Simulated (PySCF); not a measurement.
# Energy of Tl (thallium, neutral) between two integer charges

The 6p alpha orbital of [Xe] 4f14 5d10 6s2 6p1 is emptied in steps (occupation f), with all orbitals relaxed, ending at [Xe] 4f14 5d10 6s2. All numbers are calculated (PySCF 2.14, a scalar-relativistic core potential, in aug-cc-pVDZ-PP with ECP60MDF (5s4p3d, 32 functions)). The exact energy is a straight line in f; departures are measured from the line between the end points of the same method.

```
   f  UHF (eV)  LDA (eV)  PBE (eV)  PBE0 (eV)  r2SCAN (eV)  LC-wPBE (eV)  BHandHLYP (eV)  wB97X (eV)  B3LYP (eV)  CAM-B3LYP (eV)
   1     0.000     0.000     0.000      0.000        0.000         0.000           0.000       0.000       0.000           0.000
0.75     0.040    -0.536    -0.519     -0.378       -0.484         0.012          -0.260      -0.043      -0.426          -0.209
 0.5     0.052    -0.722    -0.699     -0.505       -0.636         0.019          -0.349      -0.060      -0.572          -0.280
0.25     0.038    -0.545    -0.527     -0.378       -0.463         0.018          -0.263      -0.046      -0.432          -0.211
   0     0.000     0.000     0.000      0.000        0.000         0.000           0.000       0.000       0.000           0.000
```

**Question.** For CAM-B3LYP, how does the orbital energy at f = 1 compare with the removal energy?

**Answer.** −ε = 4.409 eV against a total-energy difference of 5.515 eV. By Janak's theorem ε = ∂E/∂f, so the gap between them reflects the curvature. Along the path −ε is 4.955 (f = 0.75), 5.509 (f = 0.5), 6.072 (f = 0.25) eV.

```
   method  E(f=0) − E(f=1) (eV)  −ε at f=1 (eV)  −ε at f=0.5 (eV)
      UHF                 4.999           5.217             4.994
      LDA                 5.577           2.760             5.552
      PBE                 5.413           2.684             5.389
     PBE0                 5.427           3.422             5.426
   r2SCAN                 5.486           2.900             5.538
  LC-wPBE                 5.494           5.542             5.511
BHandHLYP                 5.381           3.999             5.375
    wB97X                 5.275           5.054             5.267
    B3LYP                 5.491           3.242             5.476
CAM-B3LYP                 5.515           4.409             5.509
```

Reference removal energy between the ground levels: 6.108 eV (measured; NIST Atomic Spectra Database, ionization energies). The calculation has no spin-orbit coupling. UHF lacks correlation.
